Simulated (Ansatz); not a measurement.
One change: `N[SiH2]O[SiH3]` becomes `N[SiH2]OBF`.

Ansatz, PBE0-D4/def2-TZVP geometries, multiplicity 1. Each molecule was computed in one conformer, which needn't be the lowest.

```tsv
property	`N[SiH2]O[SiH3]`
HOMO–LUMO gap (ωB97M-V/def2-TZVPP) / eV	12.23
size of the dipole moment (PBE/def2-TZVPP) / D	1.29
LUMO energy (PBE0/def2-TZVPP) / eV	0.31
size of the dipole moment (ωB97M-V/def2-TZVPP) / D	1.21
size of the dipole moment (B3LYP/def2-TZVPP) / D	1.18
LUMO energy (B3LYP/def2-TZVPP) / eV	0.08
```

Q: What does the change do to each property? (Estimate.)

A: Ansatz gave: 
```json
{"property": "HOMO–LUMO gap (ωB97M-V/def2-TZVPP) / eV", "`N[SiH2]OBF`": "12.47", "shift": "0.24"}
{"property": "size of the dipole moment (PBE/def2-TZVPP) / D", "`N[SiH2]OBF`": "2.33", "shift": "1.04"}
{"property": "LUMO energy (PBE0/def2-TZVPP) / eV", "`N[SiH2]OBF`": "0.28", "shift": "-0.03"}
{"property": "size of the dipole moment (ωB97M-V/def2-TZVPP) / D", "`N[SiH2]OBF`": "2.28", "shift": "1.07"}
{"property": "size of the dipole moment (B3LYP/def2-TZVPP) / D", "`N[SiH2]OBF`": "2.28", "shift": "1.10"}
{"property": "LUMO energy (B3LYP/def2-TZVPP) / eV", "`N[SiH2]OBF`": "0.00", "shift": "-0.08"}
```

Dipoles are sizes alone; their direction can turn.

B3LYP here is the variant with VWN-RPA as its local correlation; programs differ in this.
